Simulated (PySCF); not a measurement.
GaH₆P₃, SMILES [PH2][Ga]([PH2])[PH2].

The structure is a stationary point at PBE0-D3(BJ)/def2-SVP. The structure was generated by enumeration; whether it is a known compound was not checked. One conformer was computed; it need not be the lowest.

Computed with C-PCM-B3LYP/def2-SVP in PySCF 2.14.0.

The values are the electrostatic part of the solvation free energy, E(continuum) − E(gas) at the gas-phase geometry, in a cavity of scaled van der Waals radii (PySCF's table); cavitation and dispersion terms are not included. A continuum can't describe solvent molecules that bind to the metal. In vacuum the orbital gap is 5.11 eV. The dipole moment in vacuum is 0.66 D.

Computed values in water (ε = 78.36), chlorobenzene (ε = 5.70), N,N-dimethylformamide (ε = 37.22):
| solvent | ε | ΔG(elec) (kcal/mol) | dipole (D) | gap (eV) |
|---|---|---|---|---|
| water | 78.36 | -4.0 | 0.96 | 5.34 |
| chlorobenzene | 5.70 | -3.2 | 0.89 | 5.29 |
| N,N-dimethylformamide | 37.22 | -4.0 | 0.96 | 5.33 |
